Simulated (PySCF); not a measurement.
## Exercise with solution: oscillator strength and radiative lifetime

H2MgSe, SMILES [MgH][SeH].

Coordinates come from a PBE-D3(BJ)/def2-TZVP optimisation.

TDA-CAM-B3LYP/def2-TZVPD (PySCF) puts the first singlet state with f over 0.02 at 4.61 eV (vertical), with the transition dipole (0.000, 0.000, -0.735) in atomic units.

**Question.** Find the oscillator strength, the wavelength and the radiative lifetime that this transition would have in vacuum if emission retraced absorption.

**Answer.** 
|μ|² = 0.5402 au, so |μ| = 1.87 D. ΔE = 4.61/27.211 = 0.1694 hartree. f = (2/3) ΔE |μ|² = 0.061 (the program prints 0.061).
λ = 1239.84/4.61 = 269 nm; ν = 37182 cm⁻¹.
Einstein's coefficient A = 0.6670 ν² f s⁻¹ (ν in cm⁻¹) = 5.6e7 s⁻¹, so τ = 1/A = 18 ns. This state is S1. The figure is the radiative limit of this one transition; relaxation, internal conversion, crossing to triplets and a medium change what is measured.
